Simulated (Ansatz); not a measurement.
Mulliken charges of `[SH][Al]1[O]C[S]1` from PBE/def2-TZVPP in Ansatz (PBE0-D4/def2-TZVP geometry).

```json
{"atom": "S1", "x (Å)": "1.409", "y (Å)": "-2.243", "z (Å)": "1.374", "charge (e)": "-0.208"}
{"atom": "Al2", "x (Å)": "0.400", "y (Å)": "-0.593", "z (Å)": "0.405", "charge (e)": "0.366"}
{"atom": "O3", "x (Å)": "-0.323", "y (Å)": "-0.481", "z (Å)": "-1.151", "charge (e)": "-0.338"}
{"atom": "C4", "x (Å)": "-0.737", "y (Å)": "0.858", "z (Å)": "-1.013", "charge (e)": "0.085"}
{"atom": "S5", "x (Å)": "-0.200", "y (Å)": "1.451", "z (Å)": "0.687", "charge (e)": "-0.247"}
{"atom": "H6", "x (Å)": "1.626", "y (Å)": "-1.494", "z (Å)": "2.472", "charge (e)": "0.125"}
{"atom": "H7", "x (Å)": "-0.260", "y (Å)": "1.499", "z (Å)": "-1.758", "charge (e)": "0.108"}
{"atom": "H8", "x (Å)": "-1.823", "y (Å)": "0.946", "z (Å)": "-1.072", "charge (e)": "0.108"}
```

Q: By hand: the dipole of these point charges (1 e Å = 4.8032 D).

A: Σ q r = (-0.072, 0.204, -0.001) e Å, of length 0.216 e Å = 1.04 D.

Q: How does the dipole of the full density compare? (Estimate.)

A: The calculation gave: (0.056, -0.005, 0.123) e Å, 0.65 D; the point charges give 1.60 times that, at 100° from its direction.

Point charges leave out the atoms' own dipoles, such as those of lone pairs, and Mulliken's split depends on the basis, so the two needn't agree.
